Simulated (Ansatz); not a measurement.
Cost and result for the atomization energy of C₂H₇AlBFO (`COB(F)[CH2][AlH2]`) (13 atoms, 12 bonds).

```xyz
13

C     0.503    1.211   -1.482
O    -0.377    1.593   -0.449
B    -0.452    0.913    0.719
F    -1.349    1.402    1.586
C     0.333   -0.372    1.083
Al   -0.631   -1.985    0.528
H     1.546    1.337   -1.178
H     0.308    1.856   -2.338
H     0.344    0.171   -1.783
H     1.301   -0.413    0.571
H     0.481   -0.439    2.164
H    -1.333   -2.922    1.596
H    -0.675   -2.352   -1.017
```

The species carries charge 0 and has multiplicity 1. All single points use the PBE0-D4/def2-TZVP geometry. It is one conformer, not always the lowest. Program: Ansatz. All runs use 4 threads of an Arm Neoverse V1 on a shared host. Times are those of one run each, without the atoms' runs, and a repeat can differ threefold. Electronic energies, without spin–orbit coupling; frozen cores. CCSD(T)/CBS adds CCSD(T) − MP2 in def2-TZVPP to the MP2 limit, and its time is that of the two runs behind it. T1 = 0.012. B3LYP takes the VWN-RPA correlation (the form of Gaussian; ORCA's B3LYP/G).

CCSD(T)/CBS is a level of theory with its own doubt, some kJ/mol a heavy atom from the limit and from the frozen cores, so smaller differences don't rank the functionals.

```json
{"level": "PBE-D4/def2-TZVPP (with forces)", "functions": "295", "wall time": "3.7 s", "atomization (kJ/mol)": "5060.9", "difference from CCSD(T)/CBS": "80.0", "per bond": "6.7"}
{"level": "PBE0-D4/def2-TZVPP", "functions": "295", "wall time": "4.4 s", "atomization (kJ/mol)": "4984.0", "difference from CCSD(T)/CBS": "3.1", "per bond": "0.3"}
{"level": "r2SCAN-D4/def2-TZVPP (with forces)", "functions": "295", "wall time": "7 s", "atomization (kJ/mol)": "5011.7", "difference from CCSD(T)/CBS": "30.8", "per bond": "2.6"}
{"level": "B3LYP-D4/def2-TZVPP (with forces)", "functions": "295", "wall time": "7 s", "atomization (kJ/mol)": "4981.6", "difference from CCSD(T)/CBS": "0.7", "per bond": "0.1"}
{"level": "B2PLYP/def2-TZVPP", "functions": "295", "wall time": "8.5 s", "atomization (kJ/mol)": "4938.2", "difference from CCSD(T)/CBS": "-42.7", "per bond": "-3.6"}
{"level": "ωB97X-V/def2-TZVPP", "functions": "295", "wall time": "12 s", "atomization (kJ/mol)": "4994.6", "difference from CCSD(T)/CBS": "13.7", "per bond": "1.1"}
{"level": "ωB97M-V/def2-TZVPP (with forces)", "functions": "295", "wall time": "17 s", "atomization (kJ/mol)": "5003.9", "difference from CCSD(T)/CBS": "23.0", "per bond": "1.9"}
{"level": "MP2/def2-QZVPP", "functions": "565", "wall time": "35 s", "atomization (kJ/mol)": "5030.5", "difference from CCSD(T)/CBS": "49.6", "per bond": "4.1"}
{"level": "CCSD(T)/def2-TZVPP", "functions": "295", "wall time": "18 min", "atomization (kJ/mol)": "4867.6", "difference from CCSD(T)/CBS": "-113.3", "per bond": "-9.4"}
{"level": "CCSD(T)/CBS(def2)", "functions": "–", "wall time": "18 min", "atomization (kJ/mol)": "4980.9", "difference from CCSD(T)/CBS": "0.0", "per bond": "0.0"}
```

In def2-TZVPP, CCSD(T) changes the Hartree–Fock value by +1102.4 kJ/mol (the triples alone add +64.0 kJ/mol) and MP2 by +1198.1 kJ/mol; breaking electron pairs costs correlation energy, which Hartree–Fock lacks. From PBE to PBE0 (25 % exact exchange), in def2-TZVPP and without D4, the atomization energy moves by −73.1 kJ/mol: exact exchange takes away binding that semilocal exchange gives to molecules. The D4 term adds +40.3 kJ/mol with B3LYP and +21.4 kJ/mol with PBE0; it sums over pairs of atoms, weighted by their polarisabilities, and B3LYP, whose exchange is more repulsive, gets the larger term.
